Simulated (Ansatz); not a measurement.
C2H9FN2Si (SMILES CN[SiH](F)NC), singlet, geometry from GFN2-xTB; PBE/6-31G (Ansatz, an electronic-structure program).

Input for Ansatz:
Ansatz 0.2 input:
```yaml
crystal:
  periodic: [false, false, false]
  atoms:
    - {symbol: Si, position_ang: [0.07331753, -0.10113676, -0.69530443]}
    - {symbol: F, position_ang: [0.73905616, 1.37076649, -0.82406315]}
    - {symbol: N, position_ang: [-1.61532805, -0.13393768, -0.43828734]}
    - {symbol: C, position_ang: [-2.30194323, 0.31387033, 0.75231757]}
    - {symbol: N, position_ang: [0.78674608, -0.72919432, 0.72790175]}
    - {symbol: C, position_ang: [2.19737438, -0.64224352, 1.03039304]}
    - {symbol: H, position_ang: [0.32587528, -0.70118779, -1.99662395]}
    - {symbol: H, position_ang: [-2.21121311, -0.10613379, -1.24908780]}
    - {symbol: H, position_ang: [-3.16665192, -0.32469955, 0.95106677]}
    - {symbol: H, position_ang: [-1.61859186, 0.25357457, 1.59490609]}
    - {symbol: H, position_ang: [-2.64837465, 1.34891671, 0.66277367]}
    - {symbol: H, position_ang: [0.36667064, -1.55436780, 1.12715756]}
    - {symbol: H, position_ang: [2.77070557, -1.46870247, 0.59611839]}
    - {symbol: H, position_ang: [2.34732127, -0.64711215, 2.11189341]}
    - {symbol: H, position_ang: [2.58379461, 0.29089156, 0.62906166]}
basis:
  gaussian:
    orbitals: 6-31G
hamiltonian:
  xc: pbe
```

Problem. Write the output that Ansatz gives for this input, abridged.

Solution. 
```
Functional definition: PBE
1022 factors; integrals over basis functions are off by at most 2.0e-4 eV
mean field evaluation 1: about -15764.4849 eV, gradient 8.7e1 eV
mean field evaluation 2: about -15724.1304 eV, gradient 1.5e2 eV
mean field evaluation 4: about -15780.1617 eV, gradient 1.3e1 eV
mean field evaluation 8: about -15780.4467 eV, gradient 1.6e-1 eV
mean field evaluation 16: about -15780.4467 eV, gradient 7.2e-5 eV
mean field -15780.44674054 eV, -579.9207213438 hartree, gradient 7.2e-5 eV, S^2 0.000000; 0 other end points of the search recorded, 0 dependent functions left out
reference -15780.44677434 eV, -579.9207225861 hartree; 29, 29 occupied and 47, 47 virtual orbitals, 1022 factors
Total energy: -15780.44677434 eV, -579.9207225861 hartree
```
